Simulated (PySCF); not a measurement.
C₅H₁₂N, SMILES [CH2]N(CC)CC, doublet (GFN2-xTB optimised geometry):

```
18

C      1.576    -0.827     2.247
N      0.692    -0.425     1.259
C      0.225     0.938     1.235
C      0.749     1.677     0.000
C     -0.143    -1.425     0.648
C     -1.259    -1.929     1.571
H      1.995    -1.810     2.127
H      2.203    -0.061     2.663
H      0.572     1.450     2.135
H     -0.871     0.964     1.233
H      1.836     1.677     0.000
H      0.406     1.192    -0.911
H      0.397     2.705     0.000
H     -0.579    -1.003    -0.262
H      0.490    -2.270     0.363
H     -0.824    -2.336     2.480
H     -1.931    -1.118     1.843
H     -1.836    -2.705     1.074
```

Level of theory: unrestricted PBE0/def2-SVP in PySCF 2.14.0.

Question: What are the frontier orbital energies (α orbitals alone; a β orbital can be the lowest empty one) and the dipole moment?

Answer: HOMO-2 -9.63 eV, HOMO-1 -8.22 eV, HOMO -3.83 eV, LUMO 1.67 eV, LUMO+1 2.62 eV; dipole moment 1.20 D.

On the same geometry unrestricted PBE/def2-SVP in PySCF gives HOMO-2 -8.16 eV, HOMO-1 -6.63 eV, HOMO -2.46 eV, LUMO 0.80 eV, LUMO+1 1.74 eV; dipole moment 1.29 D.

Meta-Löwdin charges at PBE0/def2-SVP: C1 -0.30, N2 -0.12, C3 -0.07, C4 -0.30, C5 -0.07, C6 -0.31, H7 0.09, H8 0.10, H9 0.10, H10 0.09, H11 0.10, H12 0.10, H13 0.10, H14 0.09, H15 0.10, H16 0.11, H17 0.10, H18 0.10.
